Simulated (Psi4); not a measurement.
Conformational energy of SMILES c1cc(-c2ccncc2)ccn1 (C₁₀H₈N₂). Scanned: dihedral C2–C3–C4–C5; all other coordinates were relaxed at GFN2-xTB. Points at φ and −φ are mirror images.

Geometry of the scan point at 120° (Å):
```
20

C      3.0379    -0.2894     0.0169
C      1.7241    -0.7283     0.0343
C      0.7067     0.2151    -0.0800
C     -0.7080    -0.1901    -0.0294
C     -1.5589     0.3089     0.9531
C     -2.8716    -0.1329     0.9776
N     -3.3641    -1.0059     0.1158
C     -2.5548    -1.4838    -0.8137
C     -1.2228    -1.1210    -0.9275
C      1.0682     1.5550    -0.1910
C      2.4152     1.8778    -0.2061
N      3.3813     0.9814    -0.1030
H      3.8591    -0.9887     0.1058
H      1.4898    -1.7770     0.1385
H     -1.1984     1.0207     1.6803
H     -3.5658     0.2271     1.7258
H     -2.9980    -2.1963    -1.4973
H     -0.5978    -1.5377    -1.7030
H      0.3124     2.3210    -0.2776
H      2.7402     2.9057    -0.3011
```

Methods: B3LYP/def2-TZVP // GFN2-xTB (Psi4); B3LYP-D3(BJ)/def2-TZVP // GFN2-xTB (Psi4); PBE/def2-TZVP // GFN2-xTB (Psi4); PBE-D3(BJ)/def2-TZVP // GFN2-xTB (Psi4); M06-2X/def2-TZVP // GFN2-xTB (Psi4).

Least-squares fit of E(φ) = a0 + Σ (a_n cos nφ + b_n sin nφ), n = 1 to 4, to the 12 scan points, in kJ/mol above the lowest point of each profile (levels whose profile four harmonics don't fit are not listed):

```csv
method,a0,a1,b1,a2,b2,a3,b3,a4,b4,rms of fit
B3LYP/def2-TZVP,3.16,0.00,0.00,-2.05,0.00,-0.01,0.00,3.32,0.00,0.47
B3LYP-D3(BJ)/def2-TZVP,3.50,0.01,0.00,-2.52,0.00,-0.01,0.00,3.56,0.00,0.46
PBE/def2-TZVP,3.74,0.00,0.00,-3.16,0.00,-0.02,0.00,3.37,0.00,0.47
PBE-D3(BJ)/def2-TZVP,3.92,0.01,0.00,-3.39,0.00,-0.02,0.00,3.51,0.00,0.46
M06-2X/def2-TZVP,3.77,0.01,0.00,-2.09,0.00,-0.02,0.00,4.24,0.00,0.61
```
